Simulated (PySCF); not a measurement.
A geometry optimisation on `[SiH3]CO[SiH2]P`.

Method: PBE0-D3(BJ)/def2-SVP geometry optimisation, gas phase (PySCF 2.14.0). Start geometry: GFN2-xTB. A driver script takes a list of jobs; this job's settings line and coordinates (Å) are shown.

Command:
```bash
OMP_NUM_THREADS=1 python probes_run.py task.json out
```

Input:
```
{"job": {"xc": "PBE0", "basis": "def2-SVP", "d3": "d3bj", "grid": 1, "shake": 0.01, "kind": "geom"}, "charge": 0, "multiplicity": 1}
Si    -2.340320     0.487460     0.149090
C     -1.200050    -0.584400    -0.904400
O      0.098010    -0.075880    -0.962250
Si     1.330160    -0.228830     0.127130
P      2.932890     0.862620    -0.913740
H     -3.691600    -0.093100     0.054000
H     -1.885680     0.506390     1.531580
H     -2.347930     1.872510    -0.405870
H     -1.549120    -0.625180    -1.917360
H     -1.176500    -1.607060    -0.507800
H      0.972730     0.396800     1.428310
H      1.577780    -1.646390     0.426990
H      3.676720     0.977010     0.231140
H      3.595760    -0.257030    -1.319630
```

Output:
```
step   0  E = -1038.20668703  max force = 0.028107
step   1  E = -1038.21429257  max force = 0.006964
step   2  E = -1038.21484780  max force = 0.001911
step   3  E = -1038.21498361  max force = 0.001545
step   4  E = -1038.21515204  max force = 0.002059
step   5  E = -1038.21526860  max force = 0.001659
step   6  E = -1038.21534161  max force = 0.001396
step   7  E = -1038.21540924  max force = 0.001291
step   8  E = -1038.21545207  max force = 0.001022
step   9  E = -1038.21547525  max force = 0.000364
step  10  E = -1038.21548347  max force = 0.000380
optimisation converged
```

Energies in Eh; «max force» is the largest Cartesian gradient component in Eh/bohr.

Give the first gradient maximum in eV/Å.

With 1 Eh/bohr = 51.422 eV/Å, 1.445 eV/Å.

In short: final energy -1038.21548 Eh after 10 steps; dipole 1.71 D.

Where do the atoms end?

0.239 Å rms from the input after alignment:
```
atom  x, y, z in Å
Si1   -2.5140    0.4947    0.2212
C2    -1.2105   -0.5101   -0.7354
O3     0.0294    0.1656   -0.7719
Si4    1.2764   -0.0646    0.3096
P5     3.0628    0.9429   -0.6154
H6    -3.8189   -0.2375    0.2138
H7    -2.0645    0.6797    1.6345
H8    -2.6893    1.8341   -0.4129
H9    -1.5558   -0.6592   -1.7733
H10   -1.1174   -1.5239   -0.2967
H11    1.0093    0.5946    1.6270
H12    1.4396   -1.5356    0.5492
H13    3.9095    0.5358    0.4640
H14    3.4042   -0.1822   -1.4269
```

Estimate the wall time. Hardware: Arm Neoverse V1, one thread, no GPU, on a shared host. And the peak memory of the process?

About 76 s, with 0.54 GiB resident at the peak, the Python interpreter and its libraries included.
Labels such as C1 count atoms from 1, the log's own numbers from 0.
